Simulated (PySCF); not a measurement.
Working out the ionisation energy of Bi

Bi [Xe] 4f14 5d10 6s2 6p3 (4S) → Bi⁺ [Xe] 4f14 5d10 6s2 6p2 (3P). All numbers are calculated (PySCF 2.14, the spin-free X2C one-electron Hamiltonian (Gaussian nucleus), in x2c-TZVPPall (11s7p6d3f, 83 functions)). Frozen: [Kr] 4d10 4f14. Energies in hartree (1 hartree = 27.21139 eV):

| part | Bi (lower) | Bi⁺ (upper) |
| --- | --- | --- |
| UHF | -21529.183534 | -21528.880430 |
| CCSD correlation | -0.463955 | -0.449528 |
| (T) | -0.009526 | -0.008521 |

Question: What does Hartree-Fock give?

Answer: (-21528.880430) − (-21529.183534) = 0.303104 hartree = 8.248 eV.

Question: What do CCSD and CCSD(T) give?

Answer: The CCSD correlation energies differ by 0.014427 hartree = 0.393 eV and the triples by 0.001005 hartree = 0.027 eV, so CCSD gives 8.641 eV and CCSD(T) 8.668 eV.

Reference: 7.286 eV (measured; NIST Atomic Spectra Database, ionization energies), between the lowest levels; spin-orbit coupling is absent from the calculation.

What remains against the reference includes basis incompleteness, the frozen core and higher excitations.
